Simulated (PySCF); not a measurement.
C2H7BFNS, SMILES CN(C)B(F)S. Coordinates come from a PBE-D3(BJ)/def2-SVP optimisation. This is a generated structure with no PubChem entry under its InChIKey; it may be hypothetical. One conformer was computed; it need not be the lowest.

Method: PBE-D3(BJ)/def2-SVP (PySCF 2.14.0).

Harmonic wavenumbers (cm⁻¹): 85, 133, 178, 207, 263, 290, 322, 382, 410, 548, 596, 768, 942, 1045, 1075, 1103, 1130, 1209, 1247, 1376, 1393, 1407, 1416, 1419, 1423, 1517, 2645, 2926, 2933, 2987, 2994, 3077, 3102. Rotational constants (GHz): 4.034, 2.068, 1.395; symmetry number 1.

Question: Work out the zero-point energy and the ideal-gas rigid-rotor harmonic-oscillator thermochemistry at 298.15 K and 1 atm.

Answer: ZPE = ½ Σ hcν = ½ × 42547 cm⁻¹ = 60.82 kcal/mol. H − E(el) = 66.44 kcal/mol. Entropy in cal/(mol K): translation 39.92, rotation 27.71, vibration 19.29, total 86.92. G − E(el) = 40.53 kcal/mol. Cp = 29.12 cal/(mol K). Modes under 150 cm⁻¹ make the vibrational entropy uncertain.
